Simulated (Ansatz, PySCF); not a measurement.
Here is a job for Ansatz (an electronic-structure program).
Ansatz 0.2 input:
```yaml
crystal:
  periodic: [false, false, false]
  atoms:
    - {symbol: Sn, position_ang: [0.84074528, 0.99095697, 0.71756737]}
    - {symbol: O, position_ang: [-0.63789116, -0.28990391, 0.22115309]}
    - {symbol: C, position_ang: [-0.99629778, -1.15587181, -0.81934987]}
    - {symbol: C, position_ang: [0.10763636, -2.19158570, -1.04471856]}
    - {symbol: C, position_ang: [-2.29362810, -1.85790796, -0.40407316]}
    - {symbol: C, position_ang: [-1.22371265, -0.35814634, -2.10561060]}
    - {symbol: H, position_ang: [-0.16885573, -2.88686695, -1.83222195]}
    - {symbol: H, position_ang: [0.28379031, -2.74277078, -0.12434589]}
    - {symbol: H, position_ang: [1.02876805, -1.67858103, -1.32348392]}
    - {symbol: H, position_ang: [-2.12933318, -2.40731543, 0.51891766]}
    - {symbol: H, position_ang: [-2.62299190, -2.54535500, -1.17829755]}
    - {symbol: H, position_ang: [-3.06759643, -1.11567613, -0.22876756]}
    - {symbol: H, position_ang: [-0.29858253, 0.14835482, -2.38189745]}
    - {symbol: H, position_ang: [-1.99185855, 0.39253410, -1.93818315]}
    - {symbol: H, position_ang: [-1.53146178, -1.01186970, -2.91680066]}
basis:
  gaussian:
    orbitals: def2-SVP
hamiltonian:
  xc: b3lyp
magnetization: {spin_polarized: true, initial_magnetization: 1}
accuracy: high
```

Question: Convert this to an input for PySCF.

Answer: Several could match; the one computed here: 
```python
from pyscf import gto, scf, dft

mol = gto.M(
    atom='''
Sn    0.84074528    0.99095697    0.71756737
O    -0.63789116   -0.28990391    0.22115309
C    -0.99629778   -1.15587181   -0.81934987
C     0.10763636   -2.19158570   -1.04471856
C    -2.29362810   -1.85790796   -0.40407316
C    -1.22371265   -0.35814634   -2.10561060
H    -0.16885573   -2.88686695   -1.83222195
H     0.28379031   -2.74277078   -0.12434589
H     1.02876805   -1.67858103   -1.32348392
H    -2.12933318   -2.40731543    0.51891766
H    -2.62299190   -2.54535500   -1.17829755
H    -3.06759643   -1.11567613   -0.22876756
H    -0.29858253    0.14835482   -2.38189745
H    -1.99185855    0.39253410   -1.93818315
H    -1.53146178   -1.01186970   -2.91680066
''',
    basis='def2-svp',
    ecp={'Sn': 'def2-svp'},
    spin=1,
    verbose=4,
)

mf = dft.UKS(mol)
mf.xc = 'b3lyp'
mf.grids.atom_grid = (99, 590)
mf.grids.prune = None
mf.kernel()
```

Both were run: Ansatz gave -447.267702 Eh and PySCF -447.267703 Eh, 0.000 mEh apart.
